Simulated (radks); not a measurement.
Results of a calculation; reference values are marked as such.
Nd XXX, 31 electrons, occupied as [Ar] 3d10 4s2 4p1. Code: a radial shooting solver on a logarithmic mesh with Libxc functionals. Model: Dirac Kohn-Sham, exchange-only PBE, spin-unpolarised, spherical densities, finite nucleus; open shells fill j = l - 1/2 first; Fermi nuclear charge, rms radius 4.9123 fm.

Radial electron density D(r) = 4 pi r^2 rho(r):

```
   r/bohr * D(r) (the largest magnitude, 103, reaches the edge; | marks zero)
 0.002501 |      *
 0.003179 |          *
 0.004042 |              *
 0.005179 |                   *
 0.006584 |                         *
  0.00837 |                                *
  0.01073 |                                     *
  0.01363 |                                         *
  0.01733 |                                          *
  0.02221 |                                        *
  0.02824 |                                     *
   0.0359 |                                     *
    0.046 |                                          *
  0.05848 |                                                  *
  0.07434 |                                                      *
  0.09526 |                                                *
   0.1211 |                                        *
   0.1552 |                                       *
   0.1973 |                                            *
   0.2508 |                                        *
   0.3214 |                        *
   0.4086 |          *
   0.5194 |     *
   0.6656 |  *
   0.8461 |*
    1.076 *
    1.378 *
```

D(r) has 3 maxima, at r = 0.0164, 0.0726, 0.209 bohr, and minima at 0.0324, 0.138 bohr, inside which lie 2.04, 11.18 electrons.
